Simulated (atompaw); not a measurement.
# Before and after: PAW (atompaw) potential for iridium (Ir)

atompaw 4.2.0.5 input, output lines left out:

```
Ir 77
GGA-PBE scalarrelativistic loggrid 2001 logderivrange -2 5 176
6 6 5 4 0 0
6 0 1
6 1 0
5 2 8
0 0 0
c
c
c
c
c
v
c
c
c
c
v
c
c
v
c
2
2.85 2.30 2.45 1.85
y
0.25
n
y
1.05
n
y
2.1
n
bloechl sinc
bessel
```

Change: local potential ultrasoft scheme with l = 3 at -0.5 Ry, radius 2.45 bohr.

Cutoffs: the cutoffs (Ry, on a coarse ladder) from which the occupation-weighted sum of valence levels, in a spherical-Bessel basis at the reference potential, stays within 10 and 1 mRy of its value at 400 Ry; they do not see the model core or the augmentation charge, which bear on the density cutoff.

Problem. What does the change do?

Solution. The potential gets harder (25 Ry and 30 Ry → 25 Ry and 35 Ry); the bound ghosts move from p to p, s. A state that the projectors do not describe sees the local part alone, so a deeper or shallower local part can create or remove a ghost.

| quantity | base | changed |
| --- | --- | --- |
| cutoff, loose | 25 Ry | 25 Ry |
| cutoff, tight | 30 Ry | 35 Ry |
| bound ghosts | p | s, p |
| s: phases at 2.86 bohr within 0.05 rad from the reference energy up to (Ry; the scan ends near 5) | 3.0 | 3.1 |
| p: phases at 2.86 bohr within 0.05 rad from the reference energy up to (Ry; the scan ends near 5) | 4.3 | 4.4 |
| d: phases at 2.86 bohr within 0.05 rad from the reference energy up to (Ry; the scan ends near 5) | to the end of the scan | to the end of the scan |
| lowest overlap eigenvalue by channel | s 0.00, p 0.01, d 0.87 | s 0.00, p 0.01, d 0.90 |

 A true bound ghost makes a file unfit for plane-wave use even where its test errors are small: the radial tests pick states by their node count and pass the ghost by. The cutoffs see the waves, projectors and local potential, not the compensation charge or the core.
